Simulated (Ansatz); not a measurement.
Relaxation of the cluster Cu₅H₆ with UKS r2SCAN-D4/def2-SVP.

```sh
$ ansatz run in.yaml --threads 4 --pin off --events-out ev --progress --plain --max-ram 4787MiB
```

```yaml
crystal:
  periodic: [false, false, false]
  atoms:
    - {symbol: Cu, position_ang: [0.317120, -1.190440, -1.220010]}
    - {symbol: Cu, position_ang: [-1.405990, -0.824030, 0.442360]}
    - {symbol: Cu, position_ang: [-0.313180, 1.189680, 1.221400]}
    - {symbol: Cu, position_ang: [1.474150, -0.370770, 0.743730]}
    - {symbol: Cu, position_ang: [-0.064760, 1.197510, -1.187190]}
    - {symbol: H, position_ang: [-1.691140, 0.274330, 1.524850]}
    - {symbol: H, position_ang: [1.753090, -1.425340, -0.383040]}
    - {symbol: H, position_ang: [-0.335070, 2.263120, -0.070100]}
    - {symbol: H, position_ang: [1.159270, 0.686770, 1.857280]}
    - {symbol: H, position_ang: [-1.093840, -1.907200, -0.647440]}
    - {symbol: H, position_ang: [0.200350, 0.106360, -2.281840]}
basis:
  gaussian: {orbitals: def2-SVP}
magnetization: {spin_polarized: true, initial_magnetization: 1}
hamiltonian: {xc: r2scan, dispersion: d4}
scf: {lower_state_search: "off"}
output: {orbitals: {seedname: orbitals}}
relax: {f_tol: 0.02, max_steps: 100}
```

It took 4.4 min on 4 threads of AMD EPYC 7B13 on a shared host, peak host memory 0.91 GiB.

Positions (Å) and forces (eV/Å) at steps 1, 2, 3, 4, 5, 7, 8, 9, 10, 11, 12, 13, 16, 18 of 18:

```xyz
11
step=1 energy=-223270.9748 eV
Cu    0.317   -1.190   -1.220   -0.247    0.315    0.347
Cu   -1.406   -0.824    0.442    0.551    0.307   -0.004
Cu   -0.313    1.190    1.221    0.237   -0.330   -0.328
Cu    1.474   -0.371    0.744   -0.567   -0.039   -0.278
Cu   -0.065    1.198   -1.187    0.004   -0.365    0.363
H    -1.691    0.274    1.525   -0.166    0.241    0.094
H     1.753   -1.425   -0.383    0.162   -0.095   -0.236
H    -0.335    2.263   -0.070   -0.174    0.327    0.058
H     1.159    0.687    1.857    0.061    0.163    0.490
H    -1.094   -1.907   -0.647   -0.023   -0.488   -0.158
H     0.200    0.106   -2.282    0.161   -0.035   -0.349
11
step=2 energy=-223271.1252 eV
Cu    0.292   -1.185   -1.228   -0.236    0.221    0.126
Cu   -1.358   -0.809    0.455    0.436    0.184    0.022
Cu   -0.288    1.198    1.217    0.233   -0.112   -0.230
Cu    1.426   -0.389    0.733   -0.441   -0.061   -0.153
Cu   -0.067    1.182   -1.171   -0.006   -0.199    0.195
H    -1.701    0.331    1.501   -0.107    0.088    0.020
H     1.757   -1.406   -0.436    0.108   -0.026   -0.083
H    -0.376    2.285   -0.076   -0.093    0.157    0.068
H     1.153    0.644    1.916   -0.047    0.043    0.246
H    -1.077   -1.968   -0.603    0.070   -0.241   -0.043
H     0.238    0.119   -2.307    0.085   -0.054   -0.167
11
step=3 energy=-223271.2531 eV
Cu    0.246   -1.161   -1.284   -0.080   -0.066   -0.200
Cu   -1.197   -0.785    0.501   -0.168   -0.052    0.117
Cu   -0.237    1.256    1.194    0.115    0.208    0.056
Cu    1.271   -0.455    0.724    0.163   -0.116    0.048
Cu   -0.079    1.173   -1.162   -0.015    0.063   -0.072
H    -1.687    0.420    1.458   -0.019   -0.136   -0.091
H     1.737   -1.381   -0.511    0.025    0.084    0.123
H    -0.414    2.344   -0.098    0.064   -0.093    0.085
H     1.069    0.519    2.030   -0.160   -0.021   -0.193
H    -0.967   -2.077   -0.484    0.134    0.209    0.020
H     0.259    0.148   -2.369   -0.060   -0.082    0.108
11
step=4 energy=-223271.2814 eV
Cu    0.250   -1.165   -1.290   -0.070    0.014   -0.041
Cu   -1.203   -0.786    0.516   -0.037    0.034    0.043
Cu   -0.233    1.264    1.197    0.102    0.051   -0.013
Cu    1.278   -0.475    0.730    0.032   -0.051   -0.023
Cu   -0.085    1.172   -1.162   -0.013    0.014   -0.024
H    -1.708    0.437    1.421   -0.023   -0.070   -0.056
H     1.762   -1.345   -0.527    0.024    0.049    0.065
H    -0.360    2.348   -0.086    0.021   -0.042    0.039
H     1.022    0.484    2.024   -0.071   -0.006   -0.038
H    -0.922   -2.065   -0.456    0.060    0.040    0.007
H     0.199    0.131   -2.367   -0.025   -0.033    0.040
11
step=5 energy=-223271.2991 eV
Cu    0.253   -1.168   -1.284   -0.014    0.020   -0.014
Cu   -1.199   -0.760    0.510   -0.037   -0.008    0.005
Cu   -0.185    1.263    1.199    0.044    0.019    0.024
Cu    1.283   -0.505    0.744    0.025   -0.041   -0.019
Cu   -0.120    1.167   -1.168   -0.011   -0.038    0.035
H    -1.746    0.519    1.278    0.004    0.007   -0.035
H     1.824   -1.207   -0.584   -0.010    0.014    0.012
H    -0.224    2.355   -0.068   -0.020   -0.058   -0.001
H     0.903    0.340    2.096   -0.023    0.035   -0.054
H    -0.807   -2.100   -0.348    0.021    0.035    0.002
H     0.018    0.095   -2.374    0.021    0.014    0.045
11
step=7 energy=-223271.3043 eV
Cu    0.251   -1.168   -1.288    0.020    0.005    0.003
Cu   -1.211   -0.747    0.500   -0.004    0.018   -0.015
Cu   -0.164    1.259    1.214    0.007   -0.014    0.005
Cu    1.286   -0.527    0.739   -0.001   -0.006    0.002
Cu   -0.152    1.156   -1.147   -0.011    0.003    0.005
H    -1.757    0.560    1.216    0.006   -0.004    0.000
H     1.826   -1.216   -0.592   -0.004   -0.004    0.004
H    -0.252    2.339   -0.047   -0.005    0.006   -0.005
H     0.922    0.336    2.086    0.004    0.004    0.007
H    -0.775   -2.094   -0.322   -0.002   -0.004    0.003
H     0.026    0.103   -2.360   -0.009   -0.005   -0.009
11
step=8 energy=-223271.3063 eV
Cu    0.269   -1.159   -1.293    0.065   -0.006   -0.005
Cu   -1.216   -0.731    0.470   -0.007   -0.003   -0.003
Cu   -0.150    1.254    1.218   -0.013    0.014    0.006
Cu    1.283   -0.543    0.750    0.015   -0.009    0.043
Cu   -0.189    1.154   -1.140   -0.016    0.006   -0.017
H    -1.750    0.571    1.202   -0.001   -0.007    0.003
H     1.829   -1.255   -0.567   -0.012   -0.004   -0.007
H    -0.275    2.336   -0.039    0.002    0.006    0.000
H     0.948    0.352    2.089    0.011   -0.021   -0.018
H    -0.759   -2.087   -0.332   -0.025    0.015    0.021
H     0.010    0.108   -2.358   -0.020    0.010   -0.024
11
step=9 energy=-223271.2945 eV rejected
Cu    0.362   -1.112   -1.306    0.215    0.084    0.032
Cu   -1.235   -0.671    0.353   -0.004   -0.180    0.085
Cu   -0.093    1.236    1.224   -0.125    0.062   -0.088
Cu    1.277   -0.616    0.810    0.054    0.054    0.138
Cu   -0.355    1.147   -1.124    0.098    0.009   -0.070
H    -1.717    0.608    1.161   -0.019   -0.045    0.030
H     1.846   -1.412   -0.458   -0.127    0.042   -0.093
H    -0.352    2.324   -0.018    0.058    0.016    0.009
H     1.045    0.414    2.101    0.007   -0.134   -0.146
H    -0.710   -2.046   -0.385   -0.125    0.109    0.081
H    -0.068    0.129   -2.359   -0.033   -0.017    0.023
11
step=10 energy=-223271.3152 eV
Cu    0.338   -1.125   -1.293    0.093    0.020   -0.008
Cu   -1.219   -0.707    0.415    0.012   -0.023    0.003
Cu   -0.129    1.248    1.210   -0.032    0.015   -0.007
Cu    1.287   -0.576    0.794    0.012    0.002    0.062
Cu   -0.269    1.152   -1.143   -0.005    0.000   -0.027
H    -1.731    0.570    1.209   -0.004    0.005   -0.001
H     1.844   -1.327   -0.504   -0.038   -0.012   -0.013
H    -0.284    2.337   -0.044   -0.010   -0.021    0.008
H     0.976    0.376    2.098    0.030   -0.034   -0.035
H    -0.751   -2.056   -0.378   -0.039    0.035    0.034
H    -0.063    0.107   -2.364   -0.019    0.014   -0.016
11
step=11 energy=-223271.3196 eV
Cu    0.372   -1.102   -1.296    0.125    0.016    0.016
Cu   -1.220   -0.697    0.390    0.004   -0.048   -0.001
Cu   -0.127    1.242    1.207   -0.021    0.028   -0.017
Cu    1.289   -0.592    0.814    0.029    0.020    0.074
Cu   -0.304    1.154   -1.144    0.000    0.008   -0.031
H    -1.721    0.560    1.231   -0.015   -0.014    0.012
H     1.833   -1.405   -0.458   -0.072    0.019   -0.031
H    -0.329    2.332   -0.042    0.013   -0.002    0.006
H     1.026    0.419    2.085    0.013   -0.059   -0.062
H    -0.759   -2.030   -0.416   -0.055    0.041    0.031
H    -0.059    0.120   -2.370   -0.019   -0.009    0.003
11
step=12 energy=-223271.3230 eV
Cu    0.412   -1.080   -1.293    0.114    0.011    0.054
Cu   -1.220   -0.690    0.367    0.005   -0.044    0.016
Cu   -0.130    1.239    1.200    0.003    0.014   -0.020
Cu    1.297   -0.600    0.839    0.027    0.040    0.058
Cu   -0.337    1.154   -1.151    0.026    0.003   -0.035
H    -1.708    0.535    1.274   -0.006   -0.041    0.002
H     1.824   -1.471   -0.410   -0.117    0.053   -0.037
H    -0.359    2.329   -0.049    0.014    0.009    0.006
H     1.068    0.462    2.072   -0.013   -0.068   -0.084
H    -0.789   -1.999   -0.474   -0.041    0.041    0.020
H    -0.059    0.122   -2.373   -0.013   -0.018    0.020
11
step=13 energy=-223271.3278 eV
Cu    0.434   -1.068   -1.286    0.077   -0.017    0.056
Cu   -1.211   -0.693    0.366   -0.010   -0.008    0.025
Cu   -0.136    1.240    1.190    0.023    0.007   -0.009
Cu    1.309   -0.593    0.854    0.011    0.021    0.017
Cu   -0.338    1.156   -1.164    0.016    0.001   -0.016
H    -1.697    0.505    1.319    0.012   -0.051   -0.016
H     1.809   -1.497   -0.386   -0.096    0.051   -0.019
H    -0.376    2.328   -0.061    0.009    0.012    0.007
H     1.083    0.483    2.062   -0.025   -0.036   -0.065
H    -0.827   -1.977   -0.518   -0.008    0.033   -0.003
H    -0.049    0.117   -2.377   -0.009   -0.013    0.024
11
step=16 energy=-223271.3334 eV
Cu    0.473   -1.057   -1.266    0.001   -0.018    0.008
Cu   -1.192   -0.704    0.369   -0.002    0.000   -0.004
Cu   -0.143    1.253    1.165    0.003    0.009   -0.003
Cu    1.321   -0.574    0.885   -0.004   -0.004   -0.007
Cu   -0.334    1.154   -1.186   -0.005    0.007    0.004
H    -1.636    0.405    1.436    0.008   -0.002   -0.001
H     1.753   -1.564   -0.314    0.002    0.005    0.003
H    -0.438    2.330   -0.088   -0.002   -0.004    0.003
H     1.117    0.554    2.026   -0.005    0.000   -0.005
H    -0.919   -1.901   -0.653   -0.001    0.003   -0.001
H    -0.001    0.105   -2.373    0.004    0.005    0.002
11
step=18 energy=-223271.3341 eV
Cu    0.479   -1.069   -1.255   -0.001   -0.001    0.003
Cu   -1.191   -0.700    0.371    0.000   -0.001   -0.006
Cu   -0.144    1.265    1.152   -0.004   -0.001   -0.002
Cu    1.320   -0.567    0.892   -0.002   -0.003   -0.003
Cu   -0.330    1.146   -1.198   -0.004    0.000    0.002
H    -1.580    0.351    1.512    0.004    0.000   -0.002
H     1.732   -1.601   -0.278    0.000    0.003   -0.001
H    -0.507    2.319   -0.101    0.003   -0.005    0.003
H     1.136    0.594    2.000    0.000    0.003   -0.002
H    -0.980   -1.850   -0.722    0.000    0.005    0.004
H     0.066    0.110   -2.372    0.004    0.000    0.003
```

The relaxation made no stability test and no search for a lower SCF solution. No other spin state of charge 0 was run. Another isomer (doublet) lies 0.98 eV lower at PBE0-D4/def2-TZVP; other spin states weren't run for this one.
